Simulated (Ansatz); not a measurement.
CH$_{10}$N$_{2}$Si$_{2}$ (`N[SiH2]C(N)[SiH3]`). The species carries charge 0 and has multiplicity 1.

```xyz
15

N     0.992   -2.458   -0.292
Si   -0.005   -1.135   -0.740
C    -0.065    0.287    0.496
N     1.303    0.841    0.573
Si   -1.381    1.590    0.144
H     1.953   -2.281   -0.046
H     0.607   -3.197    0.272
H    -1.377   -1.669   -0.953
H     0.520   -0.541   -2.003
H    -0.300   -0.184    1.460
H     1.563    1.259   -0.314
H     1.366    1.575    1.269
H    -1.248    2.699    1.131
H    -1.160    2.164   -1.213
H    -2.767    1.048    0.215
```

Task: Give the diagnostics of a CCSD(T)/def2-TZVPP run (frozen core, Ansatz). (Best estimate.)

Result: Computed: T1 = 0.0110, largest single amplitude 0.009, largest double 0.011, (T) share of the correlation energy 3.7 %, 9 CCSD cycles. The RHF solution is stable towards an unrestricted one. T1 lies under the customary mark of 0.02 for closed shells.
